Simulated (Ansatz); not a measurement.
CH6O2Si, SMILES `OC[SiH2]O` at its PBE0-D4/def2-TZVP geometry, where that method's forces vanish. Total charge 0; spin multiplicity 1.

```xyz
10

O     0.1260   -1.6914   -0.7716
C     0.7635   -0.4223   -0.6937
Si   -0.4026    0.8505    0.0533
O    -1.0681    0.1711    1.4112
H    -0.3262   -1.8489    0.0630
H     1.0413   -0.1394   -1.7137
H     1.7028   -0.4814   -0.1222
H     0.3236    2.1091    0.3897
H    -1.5334    1.1290   -0.8632
H    -0.6267    0.3237    2.2470
```

Question: What forces (eV/Å) does PBE-D4/def2-TZVPP give on these atoms in Ansatz 0.2.0? (Estimate.)

Answer: The calculation gave: 
```
O1  -0.027 -0.415 -0.462
C2   0.084  0.238  0.037
Si3  0.165  0.202 -0.242
O4  -0.441 -0.280  0.025
H5  -0.222 -0.070  0.415
H6   0.070  0.061 -0.214
H7   0.224  0.020  0.119
H8   0.079  0.156  0.029
H9  -0.138  0.021 -0.097
H10  0.205  0.066  0.390
```
